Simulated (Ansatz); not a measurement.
Geometry optimisation, Ansatz 0.2.0, UKS B3LYP-D4/def2-SVP.

input.yaml

```yaml
crystal:
  periodic: [false, false, false]
  atoms:
    - { symbol: Al, position_ang: [0.0, 0.0, 0.0] }
    - { symbol: H, position_ang: [0.0, 0.0, 1.81] }
    - { symbol: "N", position_ang: [1.6627, 0.0, -0.96] }
    - { symbol: H, position_ang: [2.1293, -0.9179, -1.2118] }
    - { symbol: H, position_ang: [2.1141, 0.9179, -1.2382] }
    - { symbol: "N", position_ang: [-1.6627, 0.0, -0.96] }
    - { symbol: H, position_ang: [-2.3316, -0.8164, -0.8614] }
    - { symbol: H, position_ang: [-1.9118, 0.8164, -1.5886] }
    - { symbol: Cl, position_ang: [0.0, 0.0, 3.48] }
magnetization:
  spin_polarized: true
  initial_magnetization: 1
basis:
  gaussian: { orbitals: def2-SVP }
hamiltonian:
  xc: b3lyp
  dispersion: d4
relax:
  f_tol: 0.15
  max_steps: 25
  restrain:
    - { distance: [1, 8], at: 2.57, k: 30.0 }
    - { distance: [0, 1], at: 1.56, k: 30.0 }
```

Launched with:

```bash
$ ansatz run input.yaml --threads 2 --pin off --max-ram 3072MiB --backend cpu --events-out ev --progress --plain --runs-dir out
```

Where does it end, and by what steps?

The forces met the threshold. The restraints hold the end off the free minimum; the threshold counts their pulls, which the force column leaves out. Restrained pairs: H2–Cl9 (1.67 → 2.59 Å), Al1–H2 (1.81 → 1.59 Å). After 24 steps the energy has fallen by 2.125 eV (the restraints' own energy left out); H2 moved furthest, 1.83 Å.

```csv
step,energy less start (eV),largest force component (eV/Å),accepted
0,0.0000,2.242,yes
1,-0.0257,2.237,yes
2,-0.1075,2.132,yes
3,-0.3009,1.023,yes
4,-0.4431,1.100,yes
5,-0.5669,0.801,yes
6,-0.6378,0.741,yes
7,-0.6976,0.677,yes
8,-0.7600,0.641,yes
9,-0.7943,0.627,yes
10,-0.8173,0.508,yes
11,-0.8442,0.587,yes
12,-0.8755,0.615,yes
13,-0.9091,0.481,yes
14,-0.9693,0.639,yes
15,-1.0335,0.577,yes
16,-1.1334,0.729,yes
17,-1.2914,0.965,yes
18,-1.5535,1.140,yes
19,-1.9061,1.139,yes
20,-1.6112,4.841,no
21,-1.9767,1.364,yes
22,-2.0807,1.137,yes
23,-2.1149,1.201,yes
24,-2.1255,1.240,yes
```

```xyz
9
Properties=species:S:1:pos:R:3
Al 0.027 0.011 0.269
H -0.136 1.509 0.777
N 1.586 -0.170 -0.636
H 1.679 -0.217 -1.647
H 2.464 0.147 -0.231
N -1.517 -0.291 -0.650
H -2.384 -0.509 -0.164
H -1.729 0.075 -1.576
Cl 0.011 -0.555 2.328
```

Time of the run: 82 s on 2 threads of Intel(R) Xeon(R) Platinum 8488C (Sapphire Rapids), with other jobs on the host, peak memory 0.27 GiB.
